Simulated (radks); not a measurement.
Values are calculated unless marked as measured or tabulated.
Task: Cu3+, 26 electrons, occupied as [Ne] 3p6 3d8 4d2 (not the ground configuration). Level of theory: non-relativistic Kohn-Sham, exchange-only r2SCAN, spin-polarised, spherical densities, point nucleus; open shells are filled with parallel spins first; meta-GGA in the generalised Kohn-Sham scheme (a radial shooting solver on a logarithmic mesh with Libxc functionals). Some entries of the table are withheld. Estimate them.

orbital,occ.,eigenvalue (eV),r(max) (bohr)
1s down,1,-8859.885,0.03489
1s up,1,-8859.875,0.03489
2s up,1,-1132.123,0.1996
2s down,1,-1129.829,0.1994
2p up,3,(1),0.1595
2p down,3,(2),0.1594
3p up,3,-147.8681,0.6125
3p down,3,-143.5734,0.6145
3d up,5,-76.2973,(3)
3d down,3,-71.9514,(4)
4d up,2,-20.7052,2.490

Result: 
(1) 2p up eigenvalue (eV): -1000.655
(2) 2p down eigenvalue (eV): -998.9553
(3) 3d up r(max) (bohr): 0.5669
(4) 3d down r(max) (bohr): 0.5709
